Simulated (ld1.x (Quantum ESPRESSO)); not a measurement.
Which setting gave this result? (silver (Ag), TM)

Base potential:

* Element: Ag (Z = 47)
* Generator: ld1.x (Quantum ESPRESSO) 7.5
* Type: norm-conserving Troullier–Martins (Kleinman–Bylander form)
* Functional: PBEsol
* Relativity: scalar-relativistic
* Frozen core: [Ar] 3d10 4s2
* Valence charge: 17
* Reference configuration: 4p6 4d10 5s0 5p0 (charge +1)
* Partial waves: 4p (bound): rc 1.15 bohr; 4d (bound): rc 1.45 bohr; 5s (bound, empty): rc 1.75 bohr
* Local potential: the s channel
* Core correction: Bessel-smoothed model core inside 0.75 bohr

Cutoffs, loose and tight: the cutoffs (Ry, on a coarse ladder) from which the occupation-weighted sum of valence levels, in a spherical-Bessel basis at the reference potential, stays within 10 and 1 mRy of its value at 400 Ry. They do not see the model core or the augmentation charge, which bear on the density cutoff. Test errors are all-electron minus pseudo excitation energies from the reference, over the configurations 4p6 4d10 5s1 5p0; 4p6 4d9 5s0 5p0; 4p6 4d8 5s0 5p0; 4p6 4d9 5s1 5p0; 4p5 4d10 5s1 5p0; 4p6 4d10 5s0 5p1; 4p6 4d9 5s1 5p1; variants that change the core or the reference have their own tests. The largest error is taken over the tests solved by every variant that gives reliable tests at all, those not shown here included: 4p6 4d10 5s0 5p1; 4p6 4d10 5s1 5p0; 4p6 4d8 5s0 5p0; 4p6 4d9 5s0 5p0.

Only the scale of all radii but the core radius (base = 1) is moved:

```json
{"scale of all radii but the core radius (base = 1)": "0.77", "cutoff, loose": "160 Ry", "cutoff, tight": "300 Ry", "bound ghosts": "s (extra level of the local part)", "largest test error (meV)": "-298"}
{"scale of all radii but the core radius (base = 1)": "0.96", "cutoff, loose": "140 Ry", "cutoff, tight": "180 Ry", "bound ghosts": "none", "largest test error (meV)": "-387"}
{"scale of all radii but the core radius (base = 1)": "1.01", "cutoff, loose": "120 Ry", "cutoff, tight": "160 Ry", "bound ghosts": "none", "largest test error (meV)": "-668"}
{"scale of all radii but the core radius (base = 1)": "1.09", "cutoff, loose": "80 Ry", "cutoff, tight": "140 Ry", "bound ghosts": "none", "largest test error (meV)": "-464"}
{"scale of all radii but the core radius (base = 1)": "1.19", "cutoff, loose": "70 Ry", "cutoff, tight": "120 Ry", "bound ghosts": "none", "largest test error (meV)": "-474"}
{"scale of all radii but the core radius (base = 1)": "1.29", "cutoff, loose": "60 Ry", "cutoff, tight": "100 Ry", "bound ghosts": "none", "largest test error (meV)": "-462"}
{"scale of all radii but the core radius (base = 1)": "1.38", "cutoff, loose": "55 Ry", "cutoff, tight": "90 Ry", "bound ghosts": "none", "largest test error (meV)": "-435"}
```

Problem. One more run gave cutoff, loose: 160 Ry; cutoff, tight: 200 Ry; bound ghosts: s (extra level of the local part); largest test error (meV): -326. Which value of the scale of all radii but the core radius (base = 1) was used?

Solution. 0.87. The tight cutoff moves one way along this sweep, from 300 Ry at 0.77 to 90 Ry at 1.38, which places the run between 0.77 and 0.96.
